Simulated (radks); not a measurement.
Neutral potassium inside a hard spherical wall (all orbitals vanish at R), configuration held at [Ar] 4s1 and not refilled when levels cross. All-electron calculation, scalar-relativistic Kohn-Sham, LDA (Slater exchange, VWN5 correlation), spin-polarised, spherical densities, point nucleus; open shells are filled with parallel spins first. Program: a radial shooting solver on a logarithmic mesh with Libxc functionals. Eigenvalues in eV for spin up, with the zero of energy where the potential of the charges vanishes at infinity; a dash marks a level that is unbound or too diffuse for the functional's potential to be trusted. A positive occupied level is held by the wall or, in an anion where self-interaction has pushed it up, behind a barrier. The pressure on the wall is -dE/dV.

| R (bohr) | E (hartree) | kinetic (hartree) | e(2p) | e(3s) | e(3p) | e(4s) | e(4p, empty) | e(5s, empty) | pressure (GPa) |
|---|---|---|---|---|---|---|---|---|---|
| free | -600.57088 | 603.762 | -279.95 | -35.132 | -18.802 | -2.628 | -0.965 | -0.069 | 0 |
| 15 | -600.57081 | 603.763 | -279.94 | -35.121 | -18.791 | -2.621 | -0.929 | 0.566 | 0.000607 |
| 12 | -600.57006 | 603.769 | -279.87 | -35.047 | -18.719 | -2.565 | -0.774 | 1.560 | 0.0106 |
| 10 | -600.56699 | 603.787 | -279.67 | -34.859 | -18.535 | -2.395 | -0.408 | 3.243 | 0.0694 |
| 8 | -600.55340 | 603.847 | -279.17 | -34.383 | -18.072 | -1.808 | 0.648 | 7.230 | 0.477 |
| 7 | -600.53391 | 603.918 | -278.72 | -33.957 | -17.660 | -1.079 | 1.827 | 11.241 | 1.34 |
| 6 | -600.49083 | 604.060 | -278.01 | -33.319 | -17.049 | 0.390 | 4.031 | 18.226 | 4.14 |
| 3.5 | -599.68127 | 606.794 | -270.24 | -27.678 | -11.369 | 21.369 | 29.960 | 86.962 | 215 |
| 2.5 | -596.65409 | 616.736 | -250.11 | -13.969 | 3.698 | 75.369 | 87.540 | 218.86 | 2530 |
| 2 | -590.57974 | 634.301 | -222.96 | 8.331 | 28.144 | 157.74 | 169.83 | 395.69 | 11900 |
| 1.5 | -570.19037 | 685.135 | -166.16 | 75.944 | 98.559 | 376.22 | 377.79 | 826.54 | 77500 |
